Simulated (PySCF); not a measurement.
CH3AlClF. Atoms are numbered in the order given.

```xyz
7

Al    -0.0052    -0.3761     0.1250
F     -1.2875    -1.3796    -0.2081
Cl    -0.1818     1.5815    -0.5988
C      1.5324    -1.0170     1.0963
H      2.1224    -0.1930     1.5244
H      2.1926    -1.5839     0.4185
H      1.2352    -1.7005     1.9068
```
Charge 0, spin multiplicity 1.

The structure is a stationary point at PBE0-D3(BJ)/def2-SVP.

All values below come from TDA-LC-ωPBE/def2-SVPD run with PySCF.

Vertical excitations. 

### Question
List the lowest excited states. (An estimate is asked for; the answer gives what the named calculation found.)

### Answer

```
state  energy (eV)  λ (nm)      f                                                               main pairs
-----  -----------  ------  -----  -----------------------------------------------------------------------
S1            7.58     164  0.020                                                         HOMO→LUMO+1 92 %
S2            8.01     155  0.226                                                           HOMO→LUMO 81 %
S3            8.19     151  0.002                                                       HOMO−1→LUMO+1 86 %
S4            8.34     149  0.033                                                         HOMO−1→LUMO 64 %
S5            8.39     148  0.081                                                         HOMO−2→LUMO 67 %
S6            8.69     143  0.098                                                       HOMO−2→LUMO+1 79 %
S7            9.80     127  0.004    HOMO→LUMO+2 26 %, HOMO→LUMO+3 17 %, HOMO−5→LUMO 14 %, HOMO−3→LUMO 9 %
S8            9.92     125  0.018                                                       HOMO−3→LUMO+1 69 %
S9            9.99     124  0.206  HOMO→LUMO+2 18 %, HOMO→LUMO+4 12 %, HOMO−3→LUMO 11 %, HOMO−1→LUMO+4 9 %
S10          10.08     123  0.125   HOMO→LUMO+3 30 %, HOMO−5→LUMO 17 %, HOMO−3→LUMO 9 %, HOMO−4→LUMO+1 6 %
T1            6.94     179      0                                                         HOMO→LUMO+1 74 %
T2            7.16     173      0                                          HOMO→LUMO 59 %, HOMO→LUMO+3 9 %
T3            7.80     159      0                                                       HOMO−2→LUMO+1 84 %
T4            7.92     156      0                   HOMO−1→LUMO 38 %, HOMO−2→LUMO 14 %, HOMO−1→LUMO+1 13 %
```
Triplets are in the Tamm–Dancoff approximation.
